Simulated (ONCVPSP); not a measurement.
Configuration tests for rhenium (ONCV)

* Element: rhenium (Re)
* Generator: ONCVPSP 4.0.1
* Type: optimised norm-conserving Vanderbilt (ONCV)
* Functional: PBE
* Relativity: scalar-relativistic
* Frozen core: [Kr] 4d10 4f14 5s2
* Valence charge: 13
* Reference configuration: 5p6 5d5 6s1 (charge +1)
* Partial waves: 6s: rc 2.15 bohr, ncon 5, nbas 9, qcut 2.7 1/bohr, 2 projectors, debl 1.6 Ha; 5p: rc 1.75 bohr, ncon 3, nbas 7, qcut 8.3 1/bohr, 2 projectors, debl 1.25 Ha; 5d: rc 2.75 bohr, ncon 4, nbas 8, qcut 5.6 1/bohr, 1 projector; f scattering state at 0.04 Ha: rc 2.15 bohr, ncon 3, nbas 7, qcut 5 1/bohr, 2 projectors, debl 1.8 Ha
* Local potential: polynomial inside 1.40 bohr (lpopt 5, dvloc0 0 Ha)
* Core correction: Teter function, fcfact 4.75, rcfact 1.15

In the p channel the program set the typed energies aside and used -2.014, 0.250 Ha.

Energies are relative to the spin-unpolarised reference configuration 5p6 5d5 6s1; without spin polarisation the order of configurations can differ from experiment.

| valence configuration | charge | ΔE all-electron (eV) | error AE − PS (meV) |
| --- | --- | --- | --- |
| 5p6 5d5 6s2 | 0 | -9.248 | +1.4 |
| 5p6 5d5 6s0 | +2 | 16.322 | -9.5 |
| 5p6 5d4 6s0 | +3 | 43.451 | +14 |

(1) What are ΔE and the potential's error for 5p6 5d5 6s0 6p2?

Note: ghosts flagged at negative energy: s at -75.0 eV; GHOST(+) flagged for s at 174.8 eV. A true bound ghost makes a file unfit for plane-wave use.

## Answers

(1) ΔE = 0.627 eV all-electron; the error (AE − PS) is -5.2 meV.
